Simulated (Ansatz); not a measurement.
Molecule: InF, charge 0, multiplicity 1. SMILES: [F][In]
Coordinates optimised at B3LYP-D3(BJ)/def2-TZVP (Ansatz, an electronic-structure program):
```xyz
2

In     0.0000     0.0000    -0.3120
F      0.0000     0.0000     1.6989
```

Wanted: atomisation energy, in kcal/mol. Set-up: open shells spin-unrestricted; def2 sets with scalar-relativistic core potentials past Kr; six Cartesian d functions in 6-31G* and its kin unless marked 5d; atomisation electronic, to ground-state atoms; LANL2DZ with its own core potentials from Na on; spin-orbit terms left out. Ab initio and DFT rows: single points at B3LYP-D3(BJ) geometries (Ansatz).

| species | coefficient | E at B3LYP/6-31G* with LANL2DZ past Ar (Ansatz), Eh | E at PBE/def2-TZVPD (Ansatz), Eh |
|---|---|---|---|
| [F][In] | -1 | -101.76651 | -290.00138 |
| F atom | +1 | -99.71553 | -99.67049 |
| In atom | +1 | -1.84819 | -190.11743 |

 1 Eh = 627.5095 kcal/mol.

Question: Compute it at each level from the table.

Answer: 
- B3LYP/6-31G* with LANL2DZ past Ar: the sum of coefficient times E is 0.20279 Eh, or 127.25 kcal/mol. Result: 127.3 kcal/mol.
- PBE/def2-TZVPD: the sum of coefficient times E is 0.21346 Eh, or 133.95 kcal/mol. Result: 133.9 kcal/mol.
